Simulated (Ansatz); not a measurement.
Z-matrix (Å, degrees):
```
C
O 1 1.403
H 1 1.100 2 112.7
H 1 1.094 2 108.4 3 -118.8
H 1 1.099 2 112.7 3 122.2
Sn 2 1.974 1 120.3 3 -60.8
C 6 2.126 2 103.1 1 178.2
C 6 2.137 2 108.0 1 55.8
Si 6 2.579 2 105.2 1 -62.8
H 7 1.090 6 110.6 2 177.0
H 7 1.090 6 109.0 2 -62.8
H 7 1.089 6 109.3 2 56.5
H 8 1.090 6 110.1 2 -60.1
H 8 1.091 6 110.0 2 179.8
H 8 1.090 6 109.3 2 59.9
F 9 1.586 6 112.3 2 50.4
F 9 1.587 6 111.9 2 170.0
F 9 1.585 6 112.9 2 -70.1
```

Total charge 0; spin multiplicity 1. Sn: def2 effective core potential.

(1) List the ωB97M-V/def2-TZVPP orbital energies in eV (Ansatz 0.2.0). (An estimate is asked.)

## Answers

(1) Ansatz gave: Occupied: -1809.47, -677.94, -677.94, -677.91, -525.50, -282.40, -281.68, -281.66, -150.27, -143.16, -104.42, -104.42, -104.35, -97.77, -97.73, -97.68, -37.02, -36.28, -36.27, -31.90, -31.36, -31.35, -31.26, -31.26, -29.62, -22.65, -22.19, -21.16, -19.24, -17.12, -17.11, -17.06, -16.10, -15.73, -15.72, -15.07, -15.00, -14.82, -14.62, -14.53, -14.43, -14.30, -14.09, -14.03, -13.60, -11.00, -10.84, -10.31, -9.73. Lowest empty: 1.01, 1.33, 1.64, 2.44, 2.87, 3.11, 3.41, 3.78.
